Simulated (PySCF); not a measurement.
P: excitation energy

P [Ne] 3s2 3p3 (4S) → P [Ne] 3s1 3p3 3d1 (6D), as a difference of total energies. All numbers are calculated (PySCF 2.14, the non-relativistic Hamiltonian (point nucleus), in aug-cc-pwCVTZ). Correlated levels: valence: [Ne] frozen; valence and next inner shell: 1s2 frozen; nothing frozen. The calculations carry no spin-orbit coupling.

```csv
method,excitation energy (cm⁻¹)
UHF,99728
LDA,115240
PBE,113920
PBE0,113290
r2SCAN,109930
B97-3,116100
TPSSh,114250
PBEsol,112870
PW91,113990
MP2 (valence),111980
SCS-MP2 (valence),115660
MP2 (valence and next inner shell),113650
SCS-MP2 (valence and next inner shell),116910
MP2 (all electrons),113610
SCS-MP2 (all electrons),116880
```

The upper state lies above the first ionisation limit, but in LS coupling its spin forbids autoionisation to the ground ion.

The promoted electron is Rydberg-like, and one or two diffuse shells describe it only roughly, which tends to raise the upper state.

In the upper state the promoted electron has a positive orbital energy at LDA, PBE, r2SCAN, TPSSh, PBEsol, PW91, so the basis confines it.
